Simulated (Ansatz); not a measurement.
Basis-set extrapolation for BClH2SSi, SMILES `ClB1[SiH2]S1` (PBE0-D4/def2-TZVP geometry, frozen core, the Gaussian-basis code of Ansatz). Multiplicity 1, RHF reference.

```csv
,def2-TZVPP,def2-QZVPP
HF,-1171.904863,-1171.937972
MP2 correlation,-0.574399,-0.624219
CCSD(T) correlation,-0.651199,not run
```

Energies in hartree. Use E(X) = E(∞) + A·exp(−7.88·√X) for Hartree–Fock and E(X) = E(∞) + B·X^(−2.97) for correlation, with X = 3 and 4, and add CCSD(T) minus MP2 of the smaller set to the MP2 limit.

Question: What is the CCSD(T) energy at the basis-set limit?

Answer: HF limit: -1171.937972 + (-0.033109) × 0.13774 = -1171.94253. MP2 limit: -0.624219 + (-0.049820) × 0.74074 = -0.66112. Higher-order term: -0.651199 − (-0.574399) = -0.07680. Total: -1172.68045 hartree, 326.6 kJ/mol below CCSD(T)/def2-TZVPP.
